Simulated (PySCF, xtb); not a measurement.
phosphorus nitride (NP), SMILES N#P.

Harmonic wavenumbers (cm⁻¹) from GFN2-xTB (xtb) at its own minimum, in rising order: 1592.

Question: What does PBE-D3(BJ)/def2-TZVPD (PySCF 2.14.0) give at its own minimum? (Estimate from the structure and the level; the computed values follow.)

Answer: 1341. Paired by order, the mean absolute difference is 251 cm⁻¹ and the zero-point energies are 2.3 and 1.9 kcal/mol.
